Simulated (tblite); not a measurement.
Species: C4H9F3Si2.
Geometry (GFN2-xTB, Å), atoms numbered from 1 in this order:
```xyz
18
C4H9F3Si2 angstrom
C      2.8186   -0.1516   -0.4351
Si     1.6526    0.6577    0.8257
C     -0.0267    0.9147   -0.0211
C     -1.0732    0.0925   -0.0605
Si    -2.7335    0.4289   -0.9079
C     -1.0047   -1.2174    0.6429
F      0.1152   -1.9225    0.3863
F     -1.0653   -1.0958    1.9856
F     -2.0259   -2.0304    0.3089
H      2.8506    0.4087   -1.3658
H      2.5042   -1.1651   -0.6667
H      3.8302   -0.1991   -0.0435
H      1.5288   -0.1405    2.0438
H      2.1141    2.0118    1.1649
H     -0.1498    1.8551   -0.5450
H     -2.9082   -0.5329   -1.9949
H     -2.6390    1.7976   -1.4146
H     -3.7967    0.2947    0.0854
```

Method: GFN2-xTB as coded in tblite; computed harmonic values from a numerical Hessian at the method's own geometry, unscaled. This tight-binding method is rough: wavenumbers can miss measured ones by several per cent, in bad cases by 10 to 20. Modes of hydrogen on silicon can be 10 to 20 % off. One conformer, not necessarily the lowest.

Harmonic wavenumbers (cm⁻¹): 38.0, 58.7, 81.8, 118.7, 124.7, 133.3, 161.4, 166.5, 250.0, 281.4, 353.6, 423.0, 435.5, 481.3, 497.7, 504.2, 550.6, 589.9, 619.8, 677.4, 696.4, 736.4, 761.5, 770.7, 771.7, 787.5, 798.5, 831.3, 833.6, 847.8, 933.8, 1028.5, 1049.2, 1162.8, 1291.3, 1365.1, 1477.1, 1481.6, 1654.8, 2209.8, 2280.2, 2284.5, 2287.2, 2293.4, 3030.6, 3032.7, 3045.3, 3045.4.

A = 1611, B = 784.5, C = 639.4 MHz; mass 170.019 u (most abundant isotopes); point group C1, symmetry number 1.

Problem. What is the zero-point energy?

Solution. Half the sum of the wavenumbers: 24668 cm⁻¹ = 295.09 kJ/mol.

Problem. Give the ideal-gas entropy at 298.15 K and 1 bar in the rigid-rotor, harmonic-oscillator model (classical rotation).

Solution. Translation 172.91, rotation 127.05, vibration 168.73: S = 468.7 J/(mol K).

Problem. And Cp and H(298.15 K) − H(0)?

Solution. Cp = 199.92 J/(mol K), of which vibrations give 166.66 (their classical limit is 48 R = 399.1); H(298.15 K) − H(0) = 35.96 kJ/mol without the zero-point energy, 26.04 from vibrations.

Problem. How do the functions run with temperature in this model?

Solution. 
```tsv
T (K)	S (J/(mol K))	Cp (J/(mol K))	H − H(0) (kJ/mol)	G − H(0) (kJ/mol)	ln q(vib)
150	360.2	122.6	11.89	-42.13	4.45
250	435.5	176.6	26.88	-82.01	8.08
400	533.4	240.5	58.48	-154.87	13.32
600	642.0	294.4	112.41	-272.78	19.81
900	771.4	342.5	208.62	-485.60	28.40
```

q(vib) and H(0) count from the zero-point level.

Problem. What must be added to the electronic energy to get the Gibbs energy at 298.15 K and 1 bar?

Solution. ZPE + [H(298.15 K) − H(0)] − T·S = 295.09 + 35.96 − 139.74 = 191.31 kJ/mol.

Problem. Which modes carry the vibrational entropy at 298.15 K?

Solution. 38.0 cm⁻¹: 22.43; 58.7 cm⁻¹: 18.83; 81.8 cm⁻¹: 16.10; 118.7 cm⁻¹: 13.06; 124.7 cm⁻¹: 12.66; 133.3 cm⁻¹: 12.12 J/(mol K); the other 42 give 73.53 together.

Problem. Blend soft modes into free rotors: weight 1/[1 + (100 cm⁻¹/ν̃)⁴] for the oscillator and the rest for a rotor with moment μB/(μ + B), μ = h/(8π²ν), B = 10⁻⁴⁴ kg m². What vibrational entropy results?

Solution. 154.46 J/(mol K) in place of 168.73, which changes −T·S at 298.15 K by +4.25 kJ/mol.

Hindered rotation and anharmonicity are outside this model. Other conformers, if any are populated, would add a mixing term that is left out. The structure is chiral; the term R ln 2 for an equal mix with its mirror image is left out.
